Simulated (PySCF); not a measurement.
## Radiative rates from a computed spectrum

Species: C₅H₉NOSe.
Atom-mapped SMILES: `[CH2:1]=[C:2]([NH:3][C:4]([CH3:5])=[O:6])[Se:7][CH3:8]` (hydrogens: H9, H10 on C1; H11 on N3; H12, H13, H14 on C5; H15, H16, H17 on C8)

Geometry (PBE0-D3(BJ)/def2-SVP, Å), atoms numbered from 1 in this order:
```
atom  x, y, z in Å
C1     0.649   -2.515    0.410
C2     0.547   -1.177    0.511
N3    -0.564   -0.518   -0.027
C4    -1.109    0.720    0.246
C5    -2.430    0.949   -0.458
O6    -0.601    1.553    0.960
Se7    1.913   -0.254    1.464
C8     2.330    1.175    0.219
H9    -0.173   -3.118    0.009
H10    1.553   -3.028    0.734
H11   -1.129   -1.113   -0.622
H12   -3.196    0.254   -0.081
H13   -2.337    0.796   -1.544
H14   -2.752    1.978   -0.262
H15    3.256    1.634    0.591
H16    2.510    0.768   -0.785
H17    1.516    1.909    0.222
```

Method: TDDFT CAM-B3LYP/def2-SVPD, vertical, gas phase, core orbitals frozen in the response in PySCF 2.14.0, density-fitted response routines. The CAM-B3LYP/def2-SVPD calculation is non-relativistic and has no spin–orbit coupling, an omission that weighs most on selenium.

For one non-degenerate pair of states in vacuum, A = 0.6670 f ν̃² s⁻¹ with ν̃ in cm⁻¹, τ = 1/A, |μ|² = 3f / (2ΔE) in atomic units, and the integrated cross-section is ∫σ dE = 109.76 f Mb·eV.

Only emission to the ground state at the vertical energy is counted.

Energies and rates of the computed singlets with f of 0.002 or more:

```json
{"state": "S1", "ν̃ (cm⁻¹)": "36160", "A (s⁻¹)": "4.01×10⁷"}
{"state": "S2", "ν̃ (cm⁻¹)": "40160", "A (s⁻¹)": "2.23×10⁷"}
{"state": "S3", "ν̃ (cm⁻¹)": "43510", "A (s⁻¹)": "1.57×10⁷"}
{"state": "S4", "ν̃ (cm⁻¹)": "44740", "A (s⁻¹)": "2.85×10⁷"}
{"state": "S5", "ν̃ (cm⁻¹)": "47360", "A (s⁻¹)": "1.71×10⁸"}
{"state": "S6", "ν̃ (cm⁻¹)": "47900", "A (s⁻¹)": "1.41×10⁸"}
```

Q: Which f and |μ| stand behind these rates?

A: f = A / (0.6670 ν̃²), and |μ| follows from f:

```json
{"state": "S1", "f": "0.046", "|μ| (D)": "1.65", "τ": "25 ns", "main configurations (H = HOMO, L = LUMO)": "H→L (75%), H→L+2 (8%)"}
{"state": "S2", "f": "0.021", "|μ| (D)": "1.05", "τ": "45 ns", "main configurations (H = HOMO, L = LUMO)": "H→L+2 (44%), H→L+1 (19%), H→L (13%)"}
{"state": "S3", "f": "0.012", "|μ| (D)": "0.78", "τ": "64 ns", "main configurations (H = HOMO, L = LUMO)": "H→L+1 (40%), H→L+3 (14%), H→L+2 (11%)"}
{"state": "S4", "f": "0.021", "|μ| (D)": "1.01", "τ": "35 ns", "main configurations (H = HOMO, L = LUMO)": "H-2→L (36%), H→L+2 (14%), H→L+3 (9%)"}
{"state": "S5", "f": "0.115", "|μ| (D)": "2.27", "τ": "5.8 ns", "main configurations (H = HOMO, L = LUMO)": "H-1→L (38%), H→L+5 (18%), H→L+3 (18%)"}
{"state": "S6", "f": "0.092", "|μ| (D)": "2.02", "τ": "7.1 ns", "main configurations (H = HOMO, L = LUMO)": "H-1→L (37%), H→L+3 (33%)"}
```

Q: By what factor does the largest A in the list exceed the smallest?

A: S5 has 11 times the rate of S3.

Q: What is the integrated cross-section of all computed states together?

A: Σf = 0.307 over S1 to S6, so 109.76 × Σf ≈ 33.7 Mb·eV.

Q: Suppose S1 emitted 0.3 eV lower with the same transition dipole. How would A change?

A: At fixed |μ|, A goes as the cube of the energy: (4.18/4.48)³ = 0.81, which makes τ about 31 ns.

The run took 1.8 min wall on one thread of an Arm Neoverse V1, on a shared host, and the process peaked at 1.3 GiB of memory.

One conformer stands for the species.
